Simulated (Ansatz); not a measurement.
Gas-phase reaction in SMILES: CC[N](C)[GeH3] [N-germyl-N-methylethanamine] → [CH2]C[N](C)[GeH3] + H atom (the C-H bond at the site shown breaks; other sites are not compared here)
Structures are relaxed separately at B3LYP-D3(BJ)/def2-TZVP in Ansatz (a quantum-chemistry and plane-wave program), one conformer each, not searched for the lowest.

Quantity: bond dissociation energy (electronic energy difference), in kJ/mol. Valence correlation only, unless marked. UHF or UKS for open shells. No spin-orbit coupling. Frozen are the shells of the preceding noble gas and the d and f shells that filled before the atom's block. No relativistic terms. Basis-set limits of correlation are two-point, X^-3; Hartree-Fock from the larger set.

```
level                                program  bond dissociation energy (kJ/mol)  minus last row
----------------------------  --------------  ---------------------------------  --------------
PBE0-D3(BJ)/def2-TZVP         Ansatz + dftd3                              439.1           -17.2
wB97X-V/def2-TZVPD                    Ansatz                              452.3            -4.0
MP2/cc-pVQZ                           Ansatz                              454.2            -2.1
RI-MP2/CBS(cc-pVTZ,cc-pVQZ)           Ansatz                              457.1             0.8
CCSD/cc-pVQZ                          Ansatz                              450.0            -6.3
CCSD(T)/cc-pVQZ                       Ansatz                              454.2            -2.1
CCSD(T)/CBS(cc-pVTZ,cc-pVQZ)          Ansatz                              456.3             0.0
```
